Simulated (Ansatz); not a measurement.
`[CH3][SnH2][F]` + HBr → `[F][SnH2][Br]` + CH₄ at 400 K and 1 bar (ligand exchange at the Sn–C bond).

Gas-phase electronic energies from Ansatz, PBE0-D4/def2-TZVP geometries. CCSD(T)/CBS is the MP2 limit (def2-TZVPP, def2-QZVPP) plus CCSD(T) − MP2 in def2-TZVPP, frozen cores. This one scheme is used for every species. Elements past krypton have def2 core potentials. For Br, Sn outer-core shells are correlated without core-valence functions, which leaves a few kJ/mol of doubt a bond. Scalar relativity is left out up to krypton.

```csv
species,CCSD(T)/CBS energy (Eh),H − E (kJ/mol),S (J/(mol·K))
`[CH3][SnH2][F]`,-354.90084,161.9,347.8
HBr,-2573.91920,27.6,207.2
`[F][SnH2][Br]`,-2888.40380,66.4,342.9
CH₄,-40.46206,131.3,197.2
```

H − E and S are ideal-gas, rigid-rotor, harmonic terms from PBE0-D4/def2-TZVP. 1 Eh = 2625.50 kJ/mol, R = 8.31446 J/(mol·K).

Question: By hand: ΔE, ΔH, ΔS and ΔG.

Answer: ΔE = (-2888.40380) + (-40.46206) − (-354.90084) − (-2573.91920) = -0.04582 Eh = -120.3 kJ/mol. Δ(H − E) = 66.4 + 131.3 − 161.9 − 27.6 = 8.2, so ΔH = -112.1 kJ/mol. ΔS = 342.9 + 197.2 − 347.8 − 207.2 = -14.9 J/(mol·K). ΔG = -112.1 − 400 × (-14.9)/1000 = -106.1 kJ/mol.

Question: By hand: the equilibrium constant, and the temperature at which ΔG would vanish if ΔH and ΔS stayed fixed.

Answer: log₁₀ K = −ΔG/(RT ln 10) = 13.9. ΔG = 0 at ΔH/ΔS = 7523 K, far beyond where these terms or the molecules hold.

The number of gas molecules stays the same, so ΔS is small and ΔH decides. A doubt of 5 kJ/mol in ΔE shifts log₁₀ K by 0.7 here. These are equilibria of isolated gas molecules and say nothing of rates. Largest T1 diagnostic: 0.013 (customary marks: 0.02 for closed shells, 0.045 for open ones).
